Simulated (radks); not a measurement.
Isoelectronic series with 20 electrons, all held in the configuration [Ar] 4s2, which need not be the ground one along the series. Calculated with a radial shooting solver on a logarithmic mesh with Libxc functionals: non-relativistic Kohn-Sham, BLYP, spin-polarised, spherical densities, point nucleus. Total energies (hartree) and mean radii <r> (bohr):

ion    E (hartree)      4s      3p      3s      2p
Ca      -677.58522   4.012   1.274   1.163  0.3287
Sc+     -760.32537   3.162   1.145   1.068  0.3087
Ti2+    -848.13133   2.675   1.041  0.9876  0.2910
V3+     -940.98780   2.343  0.9555  0.9184  0.2751
Cr4+   -1038.88575   2.096  0.8836  0.8583  0.2609
Mn5+   -1141.81921   1.902  0.8224  0.8057  0.2481
Fe6+   -1249.78396   1.745  0.7694  0.7593  0.2365
Co7+   -1362.77687   1.614  0.7230  0.7180  0.2259
Ni8+   -1480.79558   1.503  0.6821  0.6811  0.2162
Cu9+   -1603.83821   1.407  0.6457  0.6478  0.2073
Zn10+  -1731.90331   1.324  0.6131  0.6176  0.1991
Ga11+  -1864.98968   1.250  0.5837  0.5902  0.1915
Ge12+  -2003.09636   1.185  0.5571  0.5651  0.1845
As13+  -2146.22253   1.126  0.5328  0.5421  0.1779
Se14+  -2294.36752   1.073  0.5106  0.5209  0.1718
Br15+  -2447.53078   1.026  0.4902  0.5013  0.1661
Kr16+  -2605.71181  0.9819  0.4714  0.4832  0.1608
